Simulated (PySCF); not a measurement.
Ta(O)(F)(OH)2 (FH2O3Ta), SMILES [F][Ta]([OH])(=[O])[OH], multiplicity 1. Coordinates come from a PBE-D3(BJ)/def2-SVP optimisation. The spin state was assumed, not searched. The structure was generated by enumeration; whether it is a known compound was not checked. The def2 effective core potentials stand for the cores of Ta; spin–orbit coupling is left out. The values are those of a single conformer.

The numbers are results of PBE-D3(BJ)/def2-SVP (PySCF 2.14.0), not measurements.

Harmonic wavenumbers (cm⁻¹): 165, 173, 184, 219, 220, 360, 361, 504, 512, 665, 709, 710, 965, 3782, 3786. Rotational constants (GHz): 3.273, 3.161, 2.755; symmetry number 1.

### Question
Work out the zero-point energy and the ideal-gas rigid-rotor harmonic-oscillator thermochemistry at 298.15 K and 1 atm.

### Answer
ZPE = ½ Σ hcν = ½ × 13315 cm⁻¹ = 79.64 kJ/mol. H − E(el) = 101.09 kJ/mol. Entropy in J/(mol K): translation 177.61, rotation 112.23, vibration 65.58, total 355.42. G − E(el) = -4.88 kJ/mol. Cp = 107.55 J/(mol K).
